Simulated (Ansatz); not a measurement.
Pb(I)2 anion (I₂Pb), SMILES [I][Pb][I] (connectivity only; charge and spin as stated), charge -1, multiplicity 2.

Coordinates come from a r2SCAN-D4/def2-SVPD optimisation. The spin state was assumed, not searched. The isomer is the one that the SMILES or the coordinates give; other isomers of the formula were not compared. The def2 effective core potentials stand for the cores of I, Pb; spin–orbit coupling is left out.

Two levels are set side by side: PBE/def2-SVPD (Ansatz, a first-principles code) and ωB97X-V/def2-SVPD (Ansatz). Energy differences of separate SCF runs at the same geometry; the states with an electron removed or added have multiplicity 1. Differences are taken from unrounded values.

| quantity | ωB97X-V | PBE | PBE minus ωB97X-V |
|---|---|---|---|
| vertical ionisation energy (eV) | 2.25 | 1.96 | -0.29 |
